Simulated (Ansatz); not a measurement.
`CC[SiH2][GaH2]` → `[CH2]` (triplet) + `C[SiH2][GaH2]` at 700 K and 1 bar (formal loss of a carbene).

Isolated molecules relaxed with PBE0-D4/def2-TZVP in Ansatz; ΔE leaves out vibrations. CCSD(T)/CBS is the MP2 limit (def2-TZVPP, def2-QZVPP) plus CCSD(T) − MP2 in def2-TZVPP, frozen cores. This one scheme is used for every species. Triplets are unrestricted, without spin–orbit coupling. For Ga outer-core shells are correlated without core-valence functions, which leaves a few kJ/mol of doubt a bond. Scalar relativity is left out up to krypton. One conformer a species, not always the lowest.

```json
{"species": "`CC[SiH2][GaH2]`", "CCSD(T)/CBS energy (Eh)": "-2294.52539", "H − E (kJ/mol)": "341.5", "S (J/(mol·K))": "513.5"}
{"species": "`[CH2]` (triplet)", "CCSD(T)/CBS energy (Eh)": "-39.09499", "H − E (kJ/mol)": "70.4", "S (J/(mol·K))": "226.8"}
{"species": "`C[SiH2][GaH2]`", "CCSD(T)/CBS energy (Eh)": "-2255.26778", "H − E (kJ/mol)": "249.5", "S (J/(mol·K))": "458.1"}
```

H − E and S are ideal-gas, rigid-rotor, harmonic terms from PBE0-D4/def2-TZVP, for one conformer and one mirror image of each species, with the whole ground term of open shells counted as degenerate. 1 Eh = 2625.50 kJ/mol, R = 8.31446 J/(mol·K).

Question: By hand: ΔE, ΔH, ΔS and ΔG.

Answer: ΔE = (-39.09499) + (-2255.26778) − (-2294.52539) = 0.16262 Eh = 427.0 kJ/mol. Δ(H − E) = 70.4 + 249.5 − 341.5 = -21.6, so ΔH = 405.4 kJ/mol. ΔS = 226.8 + 458.1 − 513.5 = 171.4 J/(mol·K). ΔG = 405.4 − 700 × (171.4)/1000 = 285.4 kJ/mol.

Question: By hand: the equilibrium constant, and the temperature at which ΔG would vanish if ΔH and ΔS stayed fixed.

Answer: log₁₀ K = −ΔG/(RT ln 10) = -21.3. ΔG = 0 at ΔH/ΔS = 2365 K.

The number of gas molecules changes by +1, which sets the sign of ΔS. A doubt of 5 kJ/mol in ΔE shifts log₁₀ K by 0.4 here. Other conformers and mirror images would add mixing entropy, several J/(mol·K) or more a flexible species. Modes under 60 cm⁻¹, often nearly free rotors, make the harmonic entropy too high. A triplet takes part, so the spin changes. These are equilibria of isolated gas molecules and say nothing of rates. Largest T1 diagnostic: 0.012 (customary marks: 0.02 for closed shells, 0.045 for open ones).
